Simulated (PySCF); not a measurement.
Au⁺ (gold, charge +1) across methods

[Xe] 4f14 5d9 6s1, high-spin 3D determinant (an excited configuration). Calculation: PySCF 2.14, in def2-TZVPPD with the def2 core potential (60 electrons) (6s5p3d2f1g, 59 functions); scalar relativity through the core potential.

```tsv
method	E (hartree)	mean ε 5d α (eV)	mean ε 5d β (eV)	mean ε 6s α (eV)	Σ⟨r²⟩ (bohr²)	⟨S²⟩
r2SCAN	-135.3346	-18.662	-17.414	-15.069	42.18	2.002
r2SCANh	-135.3137	-19.333	-18.083	-15.383	42.15	2.002
PBE	-135.3140	-18.240	-17.200	-14.777	42.53	2.001
LDA	-135.0559	-18.407	-17.404	-15.113	42.67	2.000
wB97X-V	-135.2471	-22.385	-21.447	-17.483	42.34	2.001
PBE0	-135.2781	-20.028	-18.908	-15.568	42.33	2.001
TPSS	-135.2508	-18.222	-17.156	-14.682	42.46	2.001
UHF	-134.42960	-24.478	-23.068	-17.138	42.40	2.003
```

Estimate the same row for MN15.

E (hartree) = -135.0513; mean ε 5d α (eV) = -20.612; mean ε 5d β (eV) = -19.656; mean ε 6s α (eV) = -16.553; Σ⟨r²⟩ (bohr²) = 42.54; ⟨S²⟩ = 2.001.

Energies and moments cover only the electrons outside the core potential. Spin-orbit coupling, absent here, splits the open shell strongly.
